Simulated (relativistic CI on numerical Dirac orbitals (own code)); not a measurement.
# Sensitivity of the levels of Cr9+ to α and to the nuclear radius

Calculated at this level of theory: Dirac-Coulomb-Breit CI, separate exchange-only KLI orbitals for each configuration, derivatives by finite differences, unscaled Slater integrals, QED left out (own radial code, finite nucleus).

Configurations in the expansion (outside the closed core [Ne]): 3s2 3p3, 3s 3p4, 3s2 3p2 3d, 3p5, 3s 3p3 3d, 3p4 3d, 3s2 3p 3d2, 3s2 3d3, 3s 3p 3d3, 3p3 3d2, 3p2 3d3. Double excitations out of closed p, d and f shells are left out; levels of such configurations are missing from the list, as are those of other unlisted configurations, and high levels can miss mixing partners.

With x = (α/α₀)² − 1 an excitation energy changes as ω = ω₀ + qx; K = 2q/ω₀ is the relative enhancement. Terms are leading LS components, so labels can repeat. The field-shift factor is F = δν/δ⟨r²⟩ for the transition from the lowest level.

Lowest level 3s2 3p3 4S°_3/2.

```tsv
Level	ω₀ (cm⁻¹)	q (cm⁻¹)	K	F (GHz/fm²)
3s2 3p3 2D°_3/2	40851	-2432	-0.119	0.0232
3s2 3p3 2D°_5/2	43147	1680	0.0779	0.0266
3s2 3p3 2P°_1/2	67998	2000	0.0588	-0.121
3s2 3p3 2P°_3/2	71088	7760	0.218	-0.132
3s 3p4 4P_5/2	248078	7833	0.0631	-8.36
3s 3p4 4P_3/2	254089	14160	0.111	-8.34
3s 3p4 4P_1/2	257068	16760	0.13	-8.33
3s 3p4 2D_3/2	304935	10730	0.0704	-7.24
3s 3p4 2D_5/2	305902	12490	0.0817	-7.28
3s2 3p2 3d 2P_3/2	350919	8320	0.0474	-4.63
3s2 3p2 3d 2P_1/2	356087	11690	0.0657	-4.92
3s 3p4 2S_1/2	373595	15700	0.0841	-7.15
3s2 3p2 3d 4F_3/2	385797	-618	-0.0032	0.462
3s2 3p2 3d 4F_5/2	388172	1862	0.00959	0.471
3s2 3p2 3d 4F_7/2	391567	5497	0.0281	0.474
3s2 3p2 3d 4F_9/2	395838	9789	0.0495	0.468
3s2 3p2 3d 2F_5/2	403802	1329	0.00658	0.486
3s2 3p2 3d 4D_1/2	405286	4178	0.0206	0.418
3s2 3p2 3d 4D_7/2	405897	4148	0.0204	0.479
3s2 3p2 3d 4D_3/2	405953	4686	0.0231	0.434
3s2 3p2 3d 4D_5/2	409028	7534	0.0368	0.461
3s2 3p2 3d 2F_7/2	415391	13630	0.0656	0.465
3s2 3p2 3d 2G_7/2	446828	6468	0.029	0.494
```

At this charge energies of transitions that change n are usually good to better than 1 %, and those within a shell (Δn = 0) to a few per cent.
